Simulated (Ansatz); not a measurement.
Consider the cleavage of the Si–Si bond: `[SiH3][SiH2]OBCl` + `CNC` → `CN(C)[SiH3]` + `[SiH3]OBCl`.

Gas-phase electronic energies from Ansatz, PBE0-D4/def2-TZVP geometries. CBS: MP2 limit from def2 TZ/QZ plus the TZ coupled-cluster correction, frozen cores. This one scheme is used for every species. Functionals use def2-TZVPP. B3LYP here is the variant with VWN-RPA as its local correlation; programs differ in this. One conformer a species, not always the lowest.

| level | ΔE (kJ/mol) | difference from CCSD(T)/CBS |
| --- | --- | --- |
| PBE-D4 | -31.6 | 20.1 |
| r2SCAN-D4 | -43.9 | 7.8 |
| PBE0-D4 | -36.8 | 14.9 |
| B3LYP-D4 | -50.0 | 1.7 |
| ωB97X-V | -48.2 | 3.5 |
| PBE0 | -34.8 | 16.9 |
| CCSD/def2-TZVPP | -52.1 | -0.4 |
| MP2/def2-QZVPP | -62.6 | -10.9 |
| SCS-MP2/def2-QZVPP | -62.7 | -11.0 |
| MP2/CBS(def2) | -62.3 | -10.6 |
| CCSD(T)/CBS | -51.7 | 0 |

Largest T1 diagnostic among the species: 0.013.

The D4 term adds −4.4 kJ/mol with B3LYP and −2.0 kJ/mol with PBE0; it sums over pairs of atoms, weighted by their polarisabilities, and B3LYP, whose exchange is more repulsive, gets the larger term. From PBE to PBE0 (25 % exact exchange), in def2-TZVPP and without D4, ΔE moves by −5.9 kJ/mol.
